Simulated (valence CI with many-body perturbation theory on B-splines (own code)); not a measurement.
**Yb XXI: calculated level list**

Calculated by configuration interaction combined with many-body perturbation theory (CI+MBPT): four valence electrons over a frozen Dirac-Fock core [Kr] 4d10, a basis of 7 s, 7 p, 7 d, 7 f, 4 g, 2 h functions for each j, with the one-electron correlation potential Σ1, the two-electron term Σ2, the three-electron term Σ3, Breit, model QED; selected CI, second order for the rest, scaled by the run's own slope (own B-spline code, finite nucleus).

No measured levels were compared; by estimate terms of the open shell hold to a few per cent of their energy, and close levels can change places.

Levels 1 to 45 of 197, with energies above the lowest level, 4f⁴ ⁵I_4. "Leading %" is the weight of the configuration and term that name the level; weights of strongly mixed levels are sums over their largest components and can fall short. In the jj column 3d3/2^4 stands for four electrons in 3d with j = 3/2. Lifetimes count E1, E2, E3, M1 and M2 decay at the calculated energies, and are blank where another channel may lead or the interval is too uncertain; long ones can be off by a factor of two.

| No. | Configuration | Term | J | E (eV) | Leading % | Leading jj | Lifetime |
| --- | --- | --- | --- | --- | --- | --- | --- |
| 1 | 4f⁴ | ⁵I | 4 | 0.0000 | 89 | 4f5/2^4 (49 %) |  |
| 2 | 4f⁴ | ⁵I | 5 | 1.019 | 94 | 4f5/2^3 4f7/2 (73 %) | 31.2 ms |
| 3 | 4f⁴ | ⁵I | 6 | 1.980 | 94 | 4f5/2^2 4f7/2^2 (66 %) | 29.9 ms |
| 4 | 4f⁴ | ⁵I | 7 | 2.851 | 87 | 4f5/2^2 4f7/2^2 (48 %) | 47.0 ms |
| 5 | 4f⁴ | ⁵I | 8 | 3.644 | 77 | 4f5/2^2 4f7/2^2 (41 %) | 107 ms |
| 6 | 4f⁴ | ⁵F | 2 | 3.829 | 59 | 4f5/2^4 (57 %) | 142 s |
| 7 | 4f⁴ | ⁵F | 1 | 3.948 | 85 | 4f5/2^3 4f7/2 (83 %) | 15.8 s |
| 8 | 4f⁴ | ³G | 4 | 4.476 | 27 | 4f5/2^3 4f7/2 (46 %) | 8.07 ms |
| 9 | 4f⁴ | ⁵F | 3 | 4.577 | 80 | 4f5/2^3 4f7/2 (71 %) | 89.9 ms |
| 10 | 4f⁴ | ⁵S | 2 | 4.894 | 70 | 4f5/2^3 4f7/2 (48 %) | 190 ms |
| 11 | 4f⁴ | ⁵G | 2 | 5.175 | 71 | 4f5/2^3 4f7/2 (65 %) | 72.3 ms |
| 12 | 4f⁴ | ³K | 6 | 5.268 | 91 | 4f5/2^2 4f7/2^2 (51 %) | 6.72 ms |
| 13 | 4f⁴ | ⁵G | 3 | 5.437 | 60 | 4f5/2^3 4f7/2 (91 %) | 29.2 ms |
| 14 | 4f⁴ | ⁵F | 5 | 5.687 | 51 | 4f5/2^2 4f7/2^2 (51 %) | 17.4 ms |
| 15 | 4f⁴ | ³K | 7 | 5.693 | 44 | 4f5/2^3 4f7/2 (60 %) | 7.02 ms |
| 16 | 4f⁴ | ⁵F | 4 | 5.709 | 65 | 4f5/2^2 4f7/2^2 (72 %) | 7.95 ms |
| 17 | 4f⁴ | ³M | 8 | 6.217 | 26 | 4f5/2^3 4f7/2 (69 %) | 9.39 ms |
| 18 | 4f⁴ | ⁵G | 4 | 6.819 | 69 | 4f5/2^2 4f7/2^2 (78 %) | 5.33 ms |
| 19 | 4f⁴ | ⁵F | 5 | 6.825 | 38 | 4f5/2^2 4f7/2^2 (45 %) | 7.71 ms |
| 20 | 4f⁴ | ³D | 2 | 7.069 | 37 | 4f5/2^2 4f7/2^2 (60 %) | 5.54 ms |
| 21 | 4f⁴ | ³G | 3 | 7.079 | 61 | 4f5/2^2 4f7/2^2 (80 %) | 7.70 ms |
| 22 | 4f⁴ | ³P | 1 | 7.635 | 56 | 4f5/2^2 4f7/2^2 (80 %) | 6.71 ms |
| 23 | 4f⁴ | ⁵G | 5 | 7.836 | 59 | 4f5/2^2 4f7/2^2 (52 %) | 7.62 ms |
| 24 | 4f⁴ | ³L | 7 | 7.890 | 53 | 4f5/2 4f7/2^3 (54 %) | 4.36 ms |
| 25 | 4f⁴ | ⁵G | 6 | 7.977 | 60 | 4f5/2^2 4f7/2^2 (51 %) | 10.3 ms |
| 26 | 4f⁴ | ¹D | 2 | 8.014 | 40 | 4f5/2^2 4f7/2^2 (52 %) | 6.70 ms |
| 27 | 4f⁴ | ³L | 8 | 8.026 | 49 | 4f5/2^2 4f7/2^2 (86 %) | 12.4 ms |
| 28 | 4f⁴ | ³M | 9 | 8.172 | 51 | 4f5/2^2 4f7/2^2 (93 %) | 14.2 ms |
| 29 | 4f⁴ | ³P | 0 | 8.261 | 99 | 4f5/2^2 4f7/2^2 (86 %) | 48.0 ms |
| 30 | 4f⁴ | ³K | 8 | 8.274 | 38 | 4f5/2^2 4f7/2^2 (59 %) | 5.95 ms |
| 31 | 4f⁴ | ³D | 3 | 8.307 | 60 | 4f5/2^2 4f7/2^2 (77 %) | 11.7 ms |
| 32 | 4f⁴ | ³F | 4 | 8.343 | 57 | 4f5/2^2 4f7/2^2 (64 %) | 5.35 ms |
| 33 | 4f⁴ | ³I | 5 | 8.528 | 62 | 4f5/2^3 4f7/2 (56 %) | 7.16 ms |
| 34 | 4f⁴ | ³H | 6 | 8.747 | 49 | 4f5/2^2 4f7/2^2 (47 %) | 18.3 ms |
| 35 | 4f⁴ | ⁵D | 0 | 8.874 | 84 | 4f5/2^2 4f7/2^2 (50 %) | 81.9 ms |
| 36 | 4f⁴ | ³G | 4 | 8.933 | 65 | 4f5/2 4f7/2^3 (67 %) | 4.74 ms |
| 37 | 4f⁴ | ³F | 2 | 9.035 | 61 | 4f5/2^2 4f7/2^2 (82 %) | 3.03 ms |
| 38 | 4f⁴ | ⁵D | 1 | 9.304 | 83 | 4f5/2^3 4f7/2 (70 %) | 39.4 ms |
| 39 | 4f⁴ | ³I | 6 | 9.560 | 56 | 4f5/2^2 4f7/2^2 (48 %) | 5.47 ms |
| 40 | 4f⁴ | ³I | 7 | 9.628 | 78 | 4f5/2^2 4f7/2^2 (66 %) | 9.48 ms |
| 41 | 4f⁴ | ⁵D | 2 | 9.740 | 49 | 4f5/2^2 4f7/2^2 (42 %) | 9.59 ms |
| 42 | 4f⁴ | ³M | 10 | 9.746 | 93 | 4f5/2^2 4f7/2^2 (55 %) | 42.2 ms |
| 43 | 4f⁴ | ³D | 1 | 9.871 | 51 | 4f5/2 4f7/2^3 (89 %) | 3.87 ms |
| 44 | 4f⁴ | ³F | 3 | 9.953 | 57 | 4f5/2 4f7/2^3 (70 %) | 4.40 ms |
| 45 | 4f⁴ | ³L | 9 | 9.982 | 51 | 4f5/2 4f7/2^3 (93 %) | 10.9 ms |

Names give the largest LS component (configuration and term), which can be under half, so a name can repeat, a term be missing and a line seem to break the LS rules; names also repeat where a configuration has a term twice.

Where two levels of one J and parity lie close, their mixing, g and order are uncertain.

The ionisation energy to 4f³ ⁴I°9/2 of the next ion comes out as 530.58 eV (NIST: 540 ± 30 eV (theoretical)). All 197 levels together are meant to be complete up to 89.988 eV.
